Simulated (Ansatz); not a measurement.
Calculated with Ansatz (gas phase, PBE0-D4/def2-TZVP geometries, no zero-point term in ΔE). CBS: MP2 limit from def2 TZ/QZ plus the TZ coupled-cluster correction, frozen cores. Functionals use def2-TZVPP. B3LYP here is the variant with VWN-RPA as its local correlation; programs differ in this. For Zn outer-core shells are correlated without core-valence functions, which leaves a few kJ/mol of doubt a bond. Scalar relativity is left out up to krypton.

`C[NH][ZnH]` + dimethylamine → `C[N](C)[ZnH]` + CH₃NH₂  (ligand exchange at a Zn–N bond)

| level | ΔE (kJ/mol) | difference from CCSD(T)/CBS |
| --- | --- | --- |
| B3LYP-D4 | 1.9 | -0.6 |
| PBE0 | 4.0 | 1.5 |
| LC-ωPBE | 5.7 | 3.2 |
| HF/def2-SVP | 3.6 | 1.1 |
| HF/def2-TZVPP | 8.5 | 6.0 |
| CCSD/def2-TZVPP | 3.0 | 0.5 |
| CCSD(T)/def2-TZVPP | 1.6 | -0.9 |
| SCS-MP2/def2-QZVPP | 2.8 | 0.3 |
| MP2/CBS(def2) | 1.8 | -0.7 |
| CCSD/CBS(def2) | 3.9 | 1.4 |
| CCSD(T)/CBS | 2.5 | 0 |

(1) What do rigid-rotor, harmonic-oscillator terms from PBE0-D4/def2-TZVP frequencies (298.15 K, 1 bar) make of the CCSD(T)/CBS value? (Best estimate.)

Largest T1 diagnostic among the species: 0.015.

## Answers

(1) The calculation gave: ΔZPE = -0.8 kJ/mol, ΔH = +2.0 kJ/mol, ΔS = -12 J/(mol·K), ΔG = +5.7 kJ/mol.

In def2-TZVPP, CCSD(T) changes the Hartree–Fock value by −7.0 kJ/mol (the triples alone add −1.4 kJ/mol) and MP2 by −7.7 kJ/mol. At CCSD(T), def2-SVP lies −5.6 kJ/mol from the extrapolated value and def2-TZVPP −0.9 kJ/mol. Leaving LDA and LC-ωPBE aside and taking each functional with its dispersion term where it has one, the values, not all of them listed here, spread over 4.2 kJ/mol, from revPBE-D4 to ωB97X-V.
